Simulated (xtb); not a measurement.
GaI2, SMILES [I][Ga+][I], charge +1. All values are semi-empirical tight-binding results from xtb (GFN2-xTB unless named), good for trends rather than for accurate numbers. The structure is a stationary point at GFN2-xTB. The spin state was assumed, not searched. The isomer is the one that the SMILES or the coordinates give; other isomers of the formula were not compared.

Optimised geometry:

Bonds (Å): Ga1–I2 2.504, Ga1–I3 2.504. Bond angles (°): I2–Ga1–I3 180.0.
Charge +1, spin multiplicity 1.

For metal compounds this method's bond lengths and energies can be far off.

The point group as xtb finds it is D∞h and the orbital gap comes out as 2.28 eV. The zero-point energy is 0.9 kcal/mol and the G − E(el) at 298.15 K (modified RRHO) comes out as -17.9 kcal/mol.

Problem. Give the atomic charges and the Wiberg bond orders between heavy atoms. (Estimate from the structure and the level; the computed values follow.)

Solution. charges (e) Ga1 0.47, I2 0.26, I3 0.26. Bond orders Ga1–I2 1.28, Ga1–I3 1.28, I2–I3 0.41.
